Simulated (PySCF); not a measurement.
Gas-phase equilibrium of 1 mol H2S, 77 mol SO2 at 1200 K and 10.0 bar, among 21 species (S2O, SO2, O2, O, S2, S6, HO2, H2S2, H2O, H, H2O2, H2S, O3, SO, SH, H2, S8, S, SO3, H2SO4, OH). Only gases are allowed; each row takes one source of thermochemistry for all species, and Cantera finds the minimum.

Computed with PySCF (xtb for GFN2) and rigid-rotor harmonic-oscillator thermochemistry at 1 bar. † marks an energy on the PBE0/def2-TZVP geometry and frequencies; other levels use their own. MP2 freezes the core. 6-31G* has spherical d functions here. Open shells (unrestricted) among the columns below: O2 (multiplicity 3), O (multiplicity 3, electronic degeneracy 9), S2 (multiplicity 3), SO (multiplicity 3), S (multiplicity 3, electronic degeneracy 9); the rest are closed-shell singlets. GFN2 has no spin-polarisation term. Spin-orbit splitting is ignored; it lowers the true energy and changes the entropy of O, S. MP2 isn't extrapolated to the basis-set limit. The harmonic model lacks anharmonicity and excited electronic states, which grow with temperature; levels with a mode under 35 cm⁻¹ are left out.

Molecules larger than those listed are left out.

Mole fractions:

```json
[
 {"thermochemistry": "GFN2-xTB", "x SO2": "0.98", "x SO": "4.0e-7", "x O": "<1e-12", "x O2": "<1e-12", "x H2O": "0.012", "x S2O": "0.0061", "x S2": "0.0042", "x S": "7.9e-10"},
 {"thermochemistry": "HF/6-31G*", "x SO2": "0.092", "x SO": "0.47", "x O": "0.36", "x O2": "0.055", "x H2O": "0.0052", "x S2O": "5.2e-9", "x S2": "0.0029", "x S": "0.0048"},
 {"thermochemistry": "HF/def2-TZVP†", "x SO2": "0.90", "x SO": "0.064", "x O": "0.024", "x O2": "0.0013", "x H2O": "0.012", "x S2O": "3.7e-9", "x S2": "3.4e-5", "x S": "5.0e-5"},
 {"thermochemistry": "MP2/def2-TZVPP†", "x SO2": "0.98", "x SO": "6.5e-5", "x O": "<1e-12", "x O2": "1.1e-12", "x H2O": "0.013", "x S2O": "0.0018", "x S2": "0.0080", "x S": "2.3e-8"},
 {"thermochemistry": "PBE/def2-TZVP†", "x SO2": "0.98", "x SO": "0.00029", "x O": "<1e-12", "x O2": "3.2e-10", "x H2O": "0.012", "x S2O": "0.0027", "x S2": "0.0073", "x S": "1.1e-9"},
 {"thermochemistry": "LDA/def2-TZVP†", "x SO2": "0.98", "x SO": "1.6e-5", "x O": "<1e-12", "x O2": "1.5e-12", "x H2O": "0.012", "x S2O": "0.0086", "x S2": "0.0026", "x S": "1.0e-11"}
]
```
The most sensitive of these is O: it spans a factor of 10^11.6 over these rows; at this temperature one factor of ten is RT ln 10 = 23 kJ/mol.
